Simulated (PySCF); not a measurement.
# Si²⁺: ionisation energy

Si²⁺ [Ne] 3s2 (1S) → Si³⁺ [Ne] 3s1 (2S), as a difference of total energies. Computed with PySCF 2.14 in an even-tempered Gaussian basis (20 s from 0.054 bohr⁻², ratio 2.5; 13 p from 0.071 bohr⁻², ratio 2.5; 6 d from 0.47 bohr⁻², ratio 2.7; 5 f from 0.71 bohr⁻², ratio 2.7), with the spin-free X2C one-electron Hamiltonian (Gaussian nucleus). Correlated levels: outer shells: 1s2 frozen; virtual orbitals above 40 to 60 times the deepest correlated orbital energy dropped. The calculations carry no spin-orbit coupling.

| method | ionisation energy (eV) | error (eV) |
| --- | --- | --- |
| UHF | 32.019 | -1.474 |
| LDA | 33.588 | +0.095 |
| PBE | 33.450 | -0.043 |
| PBE0 | 33.311 | -0.182 |
| r2SCAN | 32.934 | -0.559 |
| revPBE | 33.342 | -0.151 |
| B97-3 | 33.532 | +0.039 |
| MP2 (outer shells) | 33.204 | -0.289 |
| SCS-MP2 (outer shells) | 33.321 | -0.172 |

Reference: 33.493 eV (measured; NIST Atomic Spectra Database, ionization energies).

MP2 underrates the near-degeneracy of ns² with np² in the lower species.
